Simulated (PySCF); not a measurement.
**Interval between two levels of Mn³⁺ by level of theory**

Mn³⁺ [Ar] 3d4 [5D4, M_J = 4] → Mn³⁺ [Ar] 3d3 4p1 [5G6, M_J = 6], as a difference of total energies. Computed with PySCF 2.14 in x2c-SVPall-2c with one added diffuse shell each of s, d type (6s5p4d1f, 48 functions), with the two-component X2C-1e Hamiltonian. Correlated levels: [Ne] frozen; the 6 highest virtual spinors dropped. "Screened" scales the spin-orbit matrix elements by Boettger's factors to mimic the two-electron term; Breit and QED terms are absent.

| method | interval between two levels (cm⁻¹) |
| --- | --- |
| GHF (spin-free) | 183580 |
| GMP2 (spin-free) | 183770 |
| GHF (screened spin-orbit) | 184040 |
| GMP2 (screened spin-orbit) | 184240 |

The labels give the starting determinants; with spin-orbit coupling the two ends relaxed to ⟨J²⟩ = 20.00, ⟨L²⟩ = 6.01, ⟨S²⟩ = 6.00 and ⟨J²⟩ = 42.00, ⟨L²⟩ = 20.01, ⟨S²⟩ = 6.00.
